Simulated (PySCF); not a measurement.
C4H13NOSi (SMILES CC(C)(C)N[SiH2]O), singlet, at a GFN2-xTB geometry, with bond 11-3 at 1.4 times its length.

Input for PySCF:
```python
from pyscf import gto, scf, mcscf
import numpy

mol = gto.M(
    atom='''
Si    1.317879    1.166644    0.317570
O     2.456388    0.344237   -0.515795
N    -0.063705    0.271492    0.802893
C    -0.996872   -0.512544    0.016573
C    -0.505079   -1.965324   -0.090993
C    -1.135918    0.086230   -1.382378
C    -2.363926   -0.485010    0.711587
H     2.026619    1.511766    1.537985
H     0.891725    2.309894   -0.496677
H     2.339124    0.087733   -1.425567
H    -0.179753   -0.032700    2.174378
H    -0.434939   -2.412570    0.898273
H    -1.186564   -2.560397   -0.694312
H     0.482483   -1.989771   -0.545193
H    -1.430448    1.129476   -1.311887
H    -0.194617    0.026609   -1.921877
H    -1.891214   -0.455451   -1.946852
H    -2.294994   -0.924498    1.704861
H    -3.097423   -1.046122    0.137865
H    -2.707852    0.541645    0.812242
''',
    basis='sto-3g',
    charge=0,
    spin=0,
    verbose=4,
)

mf = scf.RHF(mol)
mf.kernel()
mc = mcscf.CASSCF(mf, 2, 2)
mc.fix_spin_(ss=0.0)
mc = mc.newton()
mc.kernel()
occ = numpy.linalg.eigvalsh(mc.fcisolver.make_rdm1(mc.ci, mc.ncas, mc.nelecas))[::-1]
ss = mc.fcisolver.spin_square(mc.ci, mc.ncas, mc.nelecas)[0]
print('natural occupations', occ.round(4), ' <S^2>', round(ss, 4))
```

Task: Predict the nuclear repulsion energy from CASSCF(2,2)/STO-3G run with PySCF.

Result: 413.0883 Eh

Task: Estimate the SCF-reference HOMO energy that CASSCF(2,2)/STO-3G returns for this input.

Result: -7.19 eV

Task: Predict the total energy from CASSCF(2,2)/STO-3G.

Result: -570.3760 Eh

Task: Predict the SCF-reference Mulliken (on the basis functions themselves) charges in atom order from CASSCF(2,2)/STO-3G.

Result: Si1 1.04, O2 -0.52, N3 -0.50, C4 0.14, C5 -0.18, C6 -0.19, C7 -0.18, H8 -0.17, H9 -0.18, H10 0.17, H11 0.05, H12 0.06, H13 0.05, H14 0.05, H15 0.06, H16 0.05, H17 0.07, H18 0.06, H19 0.05, H20 0.06

Task: What SCF-reference HOMO-LUMO gap does CASSCF(2,2)/STO-3G give?

Result: 16.88 eV
